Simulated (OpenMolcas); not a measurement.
S: effect of the IPEA shift

| Property | Result |
| --- | --- |
| Program | OpenMolcas 26.06 |
| Basis | ANO-RCC-VTZP [5s4p2d1f] |
| Scalar Hamiltonian | DKH2, point nucleus |
| Active space | 6 electrons in 8 orbitals (3s 3p 4s 4p) |
| State averaging | 2S+1 = 3 even, 3 roots; 2S+1 = 1 even, 6 roots; 2S+1 = 3 odd, 3 roots (0 in the spin-orbit step) |
| Spin-orbit coupling | state interaction with AMFI integrals over the reference wave functions, term energies averaged over their components |

Methods on the same reference wave functions:
A. CASSCF
B. SS-CASPT2, IPEA 0 Eh, imaginary shift 0.1 Eh (closed shells correlated: 2s 2p)
C. SS-CASPT2, IPEA 0.25 Eh, imaginary shift 0.1 Eh (closed shells correlated: 2s 2p)

Energies in cm-1 above 3s2 3p4 3P2, the measured ground level; measured values from NIST Handbook of Basic Atomic Spectroscopic Data.

| Level | A | B | C | Measured |
| --- | --- | --- | --- | --- |
| 3s2 3p4 3P2 | 0.0 | 0.0 | 0.0 | 0.0 |
| 3s2 3p4 3P1 | 354 | 355 | 355 | 396 |
| 3s2 3p4 3P0 | 515 | 517 | 517 | 574 |
| 3s2 3p4 1D2 | 11452 | 10140 | 9930 | 9239 |
| 3s2 3p4 1S0 | 20502 | 22870 | 22720 | 22180 |

Deviations, from unrounded energies. A percentage is the sum of absolute deviations over the sum of measured energies, with the sign that they share, or ± where signs differ.

```tsv
Against measurement	Levels	A	B	C
mean absolute deviation (cm-1)	4	1000	420	330
fine structure of the ground term (%)	2	-10.4	-10.1	-10.1
other terms of the ground configuration (%)	2	±12.4	+5.1	+3.9
```

C lies closest to measurement on these levels and A furthest from it. The largest miss of C in the table is 3s2 3p4 1D2, by +690 cm-1. The ranking rests on the paired levels alone, and a cruder setting can come out closer through cancelling errors.

Between B and C the level of the table that moves most is 3s2 3p4 1D2, by 210 cm-1 (lowest in C, highest in B). Moves below CASPT2's spread within the term are not significant.

From A to B the spin-free energies of the other terms of 3s2 3p4 shown, above 3P, scale by factors of 0.88 to 1.12.

The lowest spin-free term lies below A's lowest term by 0.128 hartree in B, 0.122 hartree in C.

CASPT2 does not keep the components of a term degenerate, so their means are used; among the terms shown or strongly mixed into the levels shown the widest spread is 60 cm-1 (3s2 3p4 1D, C). Active for correlation alone: 4p 4s; no level in the range computed is led by a configuration that fills them, so any true level of that kind is missing. No level of 3s 3p5 was computed, though it lies in the active space. Without dynamic correlation excited terms often stand tens of per cent too high (terms of higher spin than the ground term too low), and those without a measured partner can miss by more than the paired ones (holds for A). Computed and measured levels are paired by configuration, term and J; levels that our copy of the source lacks, or whose pairing is in doubt (as where it misses far off the trend of its configuration), stay unpaired and out of the deviations. Levels of configurations outside the active space are missing.
